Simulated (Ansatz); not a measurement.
CH3GaO at its PBE0-D4/def2-TZVP geometry, where that method's forces vanish. Charge 0, multiplicity 1. The bonds changed during the relaxation, so this is another structure than the one it started from.

```xyz
6

C     0.5110    0.2238    0.0733
O    -0.7469   -0.3324   -0.1117
Ga   -2.3678   -1.0361   -0.3386
H     0.8360    0.1248    1.1161
H     0.5107    1.2912   -0.1791
H     1.2571   -0.2713   -0.5600
```

Task: What forces (eV/Å) does B3LYP-D4/def2-TZVPP give on these atoms in the Gaussian-basis code of Ansatz? (An estimate is asked.)

Result: Computed: 
```
C1   0.330  0.146  0.048
O2  -0.031 -0.015 -0.006
Ga3 -0.273 -0.119 -0.039
H4  -0.007  0.008 -0.045
H5   0.007 -0.044  0.012
H6  -0.026  0.025  0.029
```

B3LYP here is the variant with VWN-RPA as its local correlation; programs differ in this.
